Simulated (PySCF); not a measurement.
PySCF input (MN15/def2-TZVPD):

```python
from pyscf import gto, scf, dft

mol = gto.M(
    atom='''
    Si   -0.00000000   -0.00000000   -1.08888770
    S     0.00000000    0.00000000    0.95277674
    ''',
    basis='def2-tzvpd',
    charge=-1,
    spin=1,
    symmetry='C2v',
    verbose=4,
)

mf = dft.UKS(mol, xc='mn15').density_fit(auxbasis='def2-universal-jkfit')
mf.grids.level = 4
mf.conv_tol = 1e-9
mf.max_cycle = 100
mf.max_memory = 1500
mf.kernel()
if not mf.converged:
    mf = mf.newton()
    mf.kernel(mf.make_rdm1())
mf.analyze()
```

End of the output:

```
Extra cycle  E= -687.509570794063  delta_E= -3.27e-11  |g|= 6.39e-06  |ddm|= 1.7e-05
converged SCF energy = -687.509570794063  <S^2> = 0.75486879  2S+1 = 2.0048629
**** SCF Summaries ****
Total Energy =                        -687.509570794062824
Nuclear Repulsion Energy =              58.058363031527364
One-electron Energy =                -1074.019885628314114
Two-electron Energy =                  328.451951802723897
Two-electron Coulomb Energy =          374.984396762654285
DFT Exchange-Correlation Energy =      -46.532444959930373
HOMO-LUMO gap [eV] =                     2.439904464189177
Wave-function symmetry = B1
alpha occupancy for each irrep:     A1   A2   B1   B2
                                     9    0    4    3
beta  occupancy for each irrep:     A1   A2   B1   B2
                                     9    0    3    3
**** MO energy ****
alpha MO #1 (A1 #1), energy= -87.5480056034355 occ= 1
alpha MO #2 (A1 #2), energy= -65.0633135288722 occ= 1
alpha MO #3 (A1 #3), energy= -7.46372351718848 occ= 1
alpha MO #4 (B2 #1), energy= -5.65158363480754 occ= 1
alpha MO #5 (A1 #4), energy= -5.65000863623836 occ= 1
alpha MO #6 (B1 #1), energy= -5.64723032456032 occ= 1
alpha MO #7 (A1 #5), energy= -4.95550023169586 occ= 1
alpha MO #8 (B2 #2), energy= -3.4817358314614 occ= 1
alpha MO #9 (B1 #2), energy= -3.47692703433761 occ= 1
alpha MO #10 (A1 #6), energy= -3.47277967793434 occ= 1
alpha MO #11 (A1 #7), energy= -0.506283616099079 occ= 1
alpha MO #12 (A1 #8), energy= -0.251201489339184 occ= 1
alpha MO #13 (B1 #3), energy= -0.108933264329155 occ= 1
alpha MO #14 (A1 #9), energy= -0.103567541925337 occ= 1
alpha MO #15 (B2 #3), energy= -0.101739408970552 occ= 1
alpha MO #16 (B1 #4), energy= 0.0342513214656996 occ= 1
alpha MO #17 (B2 #4), energy= 0.123916157442665 occ= 0
alpha MO #18 (A1 #10), energy= 0.177272691150171 occ= 0
alpha MO #19 (A1 #11), energy= 0.187779525779815 occ= 0
alpha MO #20 (B1 #5), energy= 0.203517211670404 occ= 0
alpha MO #21 (B2 #5), energy= 0.204784539814087 occ= 0
alpha MO #22 (A1 #12), energy= 0.211192278261414 occ= 0
alpha MO #23 (A2 #1), energy= 0.253445352296412 occ= 0
alpha MO #24 (A1 #13), energy= 0.25988919675482 occ= 0
alpha MO #25 (B1 #6), energy= 0.286871972848214 occ= 0
alpha MO #26 (B2 #6), energy= 0.300816307219575 occ= 0
alpha MO #27 (A1 #14), energy= 0.31911858950907 occ= 0
alpha MO #28 (A1 #15), energy= 0.340185945454735 occ= 0
alpha MO #29 (A2 #2), energy= 0.380409901219676 occ= 0
alpha MO #30 (A1 #16), energy= 0.381834661316103 occ= 0
alpha MO #31 (A1 #17), energy= 0.383240616103164 occ= 0
alpha MO #32 (B1 #7), energy= 0.3865868466942 occ= 0
alpha MO #33 (B2 #7), energy= 0.392152435333353 occ= 0
alpha MO #34 (B1 #8), energy= 0.433748490180713 occ= 0
alpha MO #35 (B2 #8), energy= 0.445398077772301 occ= 0
alpha MO #36 (A2 #3), energy= 0.520293594238622 occ= 0
alpha MO #37 (A1 #18), energy= 0.524741784969661 occ= 0
alpha MO #38 (A1 #19), energy= 0.537168120727565 occ= 0
alpha MO #39 (B1 #9), energy= 0.563746283665827 occ= 0
alpha MO #40 (B2 #9), energy= 0.575068637270107 occ= 0
alpha MO #41 (A1 #20), energy= 0.578563447013391 occ= 0
alpha MO #42 (A1 #21), energy= 0.674049434295057 occ= 0
alpha MO #43 (B1 #10), energy= 0.699699732784048 occ= 0
alpha MO #44 (B2 #10), energy= 0.700808916952711 occ= 0
alpha MO #45 (A2 #4), energy= 0.75843654510828 occ= 0
alpha MO #46 (A1 #22), energy= 0.759011809886738 occ= 0
alpha MO #47 (A1 #23), energy= 0.775425921332055 occ= 0
alpha MO #48 (B1 #11), energy= 0.800171420525611 occ= 0
alpha MO #49 (B2 #11), energy= 0.806722461999895 occ= 0
alpha MO #50 (A1 #24), energy= 0.89468857837349 occ= 0
alpha MO #51 (B1 #12), energy= 1.1519873965278 occ= 0
alpha MO #52 (B2 #12), energy= 1.15411279781511 occ= 0
alpha MO #53 (A1 #25), energy= 1.18771640027179 occ= 0
alpha MO #54 (A2 #5), energy= 1.1888601731535 occ= 0
alpha MO #55 (A1 #26), energy= 1.19319615533889 occ= 0
alpha MO #56 (A2 #6), energy= 1.21432070254172 occ= 0
alpha MO #57 (A1 #27), energy= 1.21954670073556 occ= 0
alpha MO #58 (B1 #13), energy= 1.22415721924821 occ= 0
alpha MO #59 (B2 #13), energy= 1.25316018684554 occ= 0
alpha MO #60 (B1 #14), energy= 1.32885464724576 occ= 0
alpha MO #61 (A1 #28), energy= 1.32887478134864 occ= 0
alpha MO #62 (B2 #14), energy= 1.39811879587714 occ= 0
alpha MO #63 (A1 #29), energy= 1.44158911259938 occ= 0
alpha MO #64 (B1 #15), energy= 1.45997994628151 occ= 0
alpha MO #65 (B2 #15), energy= 1.50645428177608 occ= 0
alpha MO #66 (A1 #30), energy= 1.81761357005672 occ= 0
alpha MO #67 (A1 #31), energy= 1.83369163538033 occ= 0
alpha MO #68 (A2 #7), energy= 1.8337908256731 occ= 0
alpha MO #69 (B1 #16), energy= 1.84748598766843 occ= 0
alpha MO #70 (B2 #16), energy= 1.85046661926445 occ= 0
alpha MO #71 (B1 #17), energy= 1.87661152273608 occ= 0
alpha MO #72 (B2 #17), energy= 1.87663555036125 occ= 0
alpha MO #73 (A1 #32), energy= 1.95319354820982 occ= 0
alpha MO #74 (A2 #8), energy= 1.97632094375388 occ= 0
alpha MO #75 (A1 #33), energy= 1.97769225591273 occ= 0
alpha MO #76 (B1 #18), energy= 2.11470360204062 occ= 0
alpha MO #77 (B2 #18), energy= 2.12260568267086 occ= 0
alpha MO #78 (A1 #34), energy= 2.18887098258978 occ= 0
alpha MO #79 (B1 #19), energy= 2.34725097001205 occ= 0
alpha MO #80 (B2 #19), energy= 2.36197586297319 occ= 0
alpha MO #81 (A1 #35), energy= 2.71110877522944 occ= 0
alpha MO #82 (B1 #20), energy= 5.9962736003581 occ= 0
alpha MO #83 (B2 #20), energy= 6.03077820511052 occ= 0
alpha MO #84 (A1 #36), energy= 6.30370491303598 occ= 0
alpha MO #85 (B1 #21), energy= 8.82814960248786 occ= 0
alpha MO #86 (B2 #21), energy= 8.83099560682795 occ= 0
alpha MO #87 (A1 #37), energy= 8.94974913240326 occ= 0
alpha MO #88 (A1 #38), energy= 10.2713054861126 occ= 0
alpha MO #89 (A1 #39), energy= 18.5812923092048 occ= 0
beta  MO #1 (A1 #1), energy= -87.5473685876178 occ= 1
beta  MO #2 (A1 #2), energy= -65.0611645241671 occ= 1
beta  MO #3 (A1 #3), energy= -7.46295836931362 occ= 1
beta  MO #4 (B2 #1), energy= -5.65132526201598 occ= 1
beta  MO #5 (A1 #4), energy= -5.64973649468622 occ= 1
beta  MO #6 (B1 #1), energy= -5.6454359378515 occ= 1
beta  MO #7 (A1 #5), energy= -4.95362750972879 occ= 1
beta  MO #8 (B2 #2), energy= -3.48062587576992 occ= 1
beta  MO #9 (A1 #6), energy= -3.47192267193426 occ= 1
beta  MO #10 (B1 #2), energy= -3.47091275265439 occ= 1
beta  MO #11 (A1 #7), energy= -0.501270599861847 occ= 1
beta  MO #12 (A1 #8), energy= -0.232121335763477 occ= 1
beta  MO #13 (B2 #3), energy= -0.0996563581095131 occ= 1
[...]
```
